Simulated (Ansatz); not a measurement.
Saddle point of Si3N3H13, singlet (SiN₂H₆ ([NH2][SiH2][NH2]) + Si₂NH₇ ([SiH3][NH][SiH3]) → Si₃N₂H₁₀ ([NH2][SiH2][N]([SiH3])[SiH3]) + NH₃; bonds formed: Si1–N5, N2–H4; bonds broken: Si1–N2, H4–N5), PBE0-D4/def2-TZVP structure:

Si1  (-0.743, 0.965, 0.005)
N2  (1.070, 1.587, 0.193)
N3  (-0.994, 1.901, -1.412)
H4  (1.134, 0.193, 0.333)
N5  (0.348, -0.701, 0.265)
Si6  (-0.022, -1.437, 1.816)
Si7  (0.483, -1.709, -1.162)
H8  (-1.954, 0.087, -0.274)
H9  (-1.053, 1.355, 1.422)
H10  (1.244, 2.179, 0.994)
H11  (1.547, 1.970, -0.613)
H12  (-1.838, 1.787, -1.947)
H13  (-0.468, 2.720, -1.666)
H14  (0.637, -0.635, 2.878)
H15  (-1.489, -1.476, 2.034)
H16  (0.512, -2.826, 1.836)
H17  (1.478, -2.786, -0.923)
H18  (-0.828, -2.321, -1.493)
H19  (0.939, -0.852, -2.285)
(Å)

Energies are electronic, without zero-point energy. Barriers and step energies count from the start structure reached by relaxing down the imaginary mode; all methods use the PBE0-D4 structures, on which another method's saddle can fall below an end. Program: Ansatz 0.2.0. Basis: def2-TZVPP, with def2-QZVPP for the basis limit. Cores are frozen in the correlated methods. B3LYP uses VWN-RPA correlation. Extrapolation: Hartree–Fock as exp(−7.88 √X), correlation as X^−2.97.

```
      method  barrier (eV)  step energy (eV)
       SPW92             ?            -0.226
      PBE-D4         1.140            -0.236
     BLYP-D4         1.355            -0.226
   r2SCAN-D4         1.270            -0.225
      B97M-V         1.463            -0.238
     PBE0-D4         1.287            -0.236
    B3LYP-D4         1.471            -0.222
  r2SCAN0-D4             ?            -0.226
    BHLYP-D4         1.642            -0.238
CAM-B3LYP-D4         1.541            -0.181
     wB97X-V         1.466            -0.215
     wB97M-V             ?            -0.233
      B2PLYP         1.570            -0.154
    PBE-QIDH         1.383            -0.220
  RPA on PBE         1.417            -0.251
          HF         2.337            -0.078
         MP2         1.324            -0.264
        CCSD         1.568            -0.221
     CCSD(T)         1.420            -0.252
```

Task: Fill in the withheld barriers. (An estimate is asked for; the value comes from the calculation.)

Result: By the calculation: SPW92 0.806; wB97M-V 1.409; r2SCAN0-D4 1.372 eV. Each is the energy of the saddle less that of the start structure, by the same method.

For comparison, the barrier by CCSD(T) at an estimated basis limit (MP2 extrapolated from triple and quadruple zeta, plus CCSD(T) − MP2 in triple zeta) is 1.427 eV.

No T1 diagnostic of these runs exceeds 0.012.

Labels in which every atom is bracketed show which atoms are joined, not bond orders.

For scale, one of the runs: CCSD(T)/def2-TZVPP, 401 basis functions, launched by `ansatz run in.yaml --threads 4 --pin off --events-out ev --progress --plain --max-ram 66560MiB --backend cuda --devices 0, --max-vram 37GiB`. Hardware: 4 CPU threads of an AMD EPYC 7R13 and a share of one NVIDIA H100, shared host. Wall time 24 s; peak host memory 0.87 GiB.
